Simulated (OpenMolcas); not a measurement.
Computed levels of 4s2 4p3 in ions with 33 electrons, in cm-1 above 4S* 3/2.

| Item | Value |
| --- | --- |
| Program | OpenMolcas 26.06 |
| Method | CASSCF |
| Basis | ANO-R3 |
| Scalar Hamiltonian | X2C, finite nucleus |
| Spin-orbit coupling | RASSI with atomic mean-field integrals over the reference wave functions, term energies averaged over their components |

Active space for each ion: 5 electrons in 4 orbitals (4s 4p).

| Level | Se+ | Kr3+ |
| --- | --- | --- |
| 2D* 3/2 | 17297 | 21551 |
| 2D* 5/2 | 17915 | 23261 |
| 2P* 1/2 | 25069 | 32985 |
| 2P* 3/2 | 25784 | 35099 |

Q: Estimate 2D* 3/2, 2D* 5/2 for Br2+ from its neighbours Se+ and Kr3+.

A: 2D* 3/2 is another term, which grows about linearly with the charge: (17297 + 21551) / 2 = 19424. The calculation gives 19616, so the estimate is off by -1.0 %.
2D* 5/2 is another term, which grows about linearly with the charge: (17915 + 23261) / 2 = 20588. The calculation gives 20700, so the estimate is off by -0.5 %.

Without dynamic correlation excited terms often stand tens of per cent too high (terms of higher spin than the ground term too low), and those without a measured partner can miss by more than the paired ones (holds for Se+). Only configurations of the active space appear.

* marks odd parity.
